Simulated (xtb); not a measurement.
F6Te, charge -1, doublet, geometry from GFN2-xTB (a state made from the parent by changing its charge; the spin is typed, not shown lowest), atoms displaced at random by about 0.06 Å a coordinate; xtb 6.7.1 with GFN2-xTB.

The xtb input:
```
$ xtb mol.xyz --gfn 2 --chrg -1 --uhf 1 --opt --json

# file mol.xyz
7

F     -0.20843807    -1.19718802    -1.90878110
Te    -0.14538159    -0.18320236     0.00923664
F      1.73505610    -0.14283040    -0.39007236
F      0.63206035    -1.37698966     1.61435311
F     -0.07356836     1.29487241    -1.28205090
F      0.44157452     1.28939118     1.34300979
F     -1.99526478     0.94728376     0.58542860
```

Output, abridged:

```
   ID    Z sym.   atoms
    1    9 F      1, 3-7
    2   52 Te     2

           -------------------------------------------------
          |                Calculation Setup                |
           -------------------------------------------------

           -------------------------------------------------
          |                 G F N 2 - x T B                 |
           -------------------------------------------------

          ...................................................
          :                      SETUP                      :
          :.................................................:
          :  # basis functions                  34          :
          :  # atomic orbitals                  33          :
          :  # shells                           15          :
          :  # electrons                        49          :
          :  max. iterations                   250          :
          :  Hamiltonian                  GFN2-xTB          :
          :  restarted?                      false          :
          :  GBSA solvation                  false          :
          :  PC potential                    false          :
          :  electronic temp.          300.0000000     K    :
          :  accuracy                    1.0000000          :
          :  -> integral cutoff          0.2500000E+02      :
          :  -> integral neglect         0.1000000E-07      :
          :  -> SCF convergence          0.1000000E-05 Eh   :
          :  -> wf. convergence          0.1000000E-03 e    :
          :  Broyden damping             0.4000000          :
          :  net charge                         -1          :
          :  unpaired electrons                  1          :
          ...................................................

 iter      E             dE          RMSdq      gap      omega  full diag
   1    -28.7615859 -0.287616E+02  0.140E+01    3.76       0.0  T
   2    -26.2801601  0.248143E+01  0.165E+01   13.10       1.0  T
   3    -31.6214438 -0.534128E+01  0.643E+00    7.73       1.0  T
   4    -31.7526692 -0.131225E+00  0.344E+00    5.62       1.0  T
   5    -31.8778959 -0.125227E+00  0.161E+00    6.65       1.0  T
   6    -31.8973294 -0.194335E-01  0.639E-01    6.43       1.0  T
   7    -31.9002893 -0.295992E-02  0.305E-01    6.36       1.0  T
   8    -31.9012053 -0.916036E-03  0.148E-01    6.33       1.0  T
   9    -31.9015767 -0.371413E-03  0.379E-02    6.29       1.0  T
[...]
         :: total energy             -31.897221325907 Eh    ::
 * total energy  :   -31.8972213 Eh     change       -0.6996501E-09 Eh
 * total energy  :   -31.9031300 Eh     change       -0.5908710E-02 Eh
 * total energy  :   -31.9038336 Eh     change       -0.7035569E-03 Eh
 * total energy  :   -31.9039834 Eh     change       -0.1498358E-03 Eh
 * total energy  :   -31.9039890 Eh     change       -0.5550090E-05 Eh
 * total energy  :   -31.9040139 Eh     change       -0.2489462E-04 Eh
 * total energy  :   -31.9040254 Eh     change       -0.1149936E-04 Eh
 * total energy  :   -31.9040340 Eh     change       -0.8590052E-05 Eh
 * total energy  :   -31.9040380 Eh     change       -0.4000030E-05 Eh
   *** GEOMETRY OPTIMIZATION CONVERGED AFTER 9 ITERATIONS ***
         :: total energy             -31.904037963402 Eh    ::
[...]

     #   Z          covCN         q      C6AA      α(0)
     1   9 F        0.681    -0.269    11.995     4.089
     2  52 Te       4.212     0.450   387.293    36.372
     3   9 F        0.723    -0.214    11.385     3.985
     4   9 F        0.681    -0.269    11.994     4.089
     5   9 F        0.723    -0.214    11.386     3.985
     6   9 F        0.723    -0.214    11.390     3.985
     7   9 F        0.680    -0.270    11.998     4.089

 Mol. C6AA /au·bohr⁶  :       1552.885375
 Mol. C8AA /au·bohr⁸  :      77553.548199
 Mol. α(0) /au        :         60.593808

Wiberg/Mayer (AO) data.
largest (>0.10) Wiberg bond orders for each atom

 ---------------------------------------------------------------------------
     #   Z sym  total        # sym  WBO       # sym  WBO       # sym  WBO
 ---------------------------------------------------------------------------
     1   9 F    1.113 --     2 Te   0.757     7 F    0.104     4 F    0.104
     2  52 Te   5.180 --     3 F    0.971     5 F    0.970     6 F    0.970
                             1 F    0.757     4 F    0.757     7 F    0.754
     3   9 F    1.226 --     2 Te   0.971
     4   9 F    1.113 --     2 Te   0.757     7 F    0.104     1 F    0.104
     5   9 F    1.226 --     2 Te   0.970
     6   9 F    1.225 --     2 Te   0.970
     7   9 F    1.111 --     2 Te   0.754     4 F    0.104     1 F    0.104
 ---------------------------------------------------------------------------

Topologies differ in total number of bonds
Writing topology from bond orders to xtbtopo.mol

molecular dipole:
                 x           y           z       tot (Debye)
 q only:       -0.172      -0.243       0.018
   full:       -0.398      -0.488       0.055       1.606
molecular quadrupole (traceless):
                xx          xy          yy          xz          yz          zz
 q only:        0.807       3.293       1.249      -0.534      -0.614      -2.056
  q+dip:        0.990       3.972       1.495      -0.651      -0.741      -2.486
   full:        1.121       4.556       1.714      -0.743      -0.852      -2.835

optimized geometry written to: xtbopt.xyz

           -------------------------------------------------
          | TOTAL ENERGY              -31.904037963402 Eh   |
          | GRADIENT NORM               0.000505757382 Eh/α |
          | HOMO-LUMO GAP               7.358096225697 eV   |
           -------------------------------------------------

normal termination of xtb
```
